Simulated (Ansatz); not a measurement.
`[NH]=[Nb]([F])([F])[F]`. Charge 0, multiplicity 1. Correlated methods include outer-core shells of Nb, which these sets cover unevenly. Nb: def2 effective core potential.

```xyz
6

N    -0.862   -0.774   -0.516
Nb    0.313    0.282    0.188
F     1.647    0.572   -1.083
F    -0.550    1.873    0.635
F     0.998   -0.563    1.703
H    -1.546   -1.391   -0.927
```

Question: Give the diagnostics of a CCSD(T)/def2-TZVPP run (frozen core, the Gaussian-basis code of Ansatz). (An estimate is asked.)

Answer: Computed: T1 = 0.0205, largest single amplitude 0.034, largest double 0.049, (T) share of the correlation energy 4.4 %, 12 CCSD cycles. The RHF solution is stable towards an unrestricted one. T1 lies over the customary mark of 0.02 for closed shells; compounds of d metals often pass it without a breakdown.
